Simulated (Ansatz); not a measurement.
Harmonic frequencies (cm⁻¹) at PBE0-D4/def2-TZVP from Ansatz: 102, 162, 240, 251, 290, 334, 384, 406, 513, 562, 667, 681, 786, 919, 922, 964, 1027, 1184, 1526, 1570, 3544, 3632, 3736, 3843.

Each molecule was computed in one conformer, which needn't be the lowest.

Question: Which molecule is it?
A. `[NH2][Al]([F])[TeH]`
B. `BCN=C=C`
C. `NC(O)(F)F`
D. `N[Si]1(F)NB1O`

Answer: D.
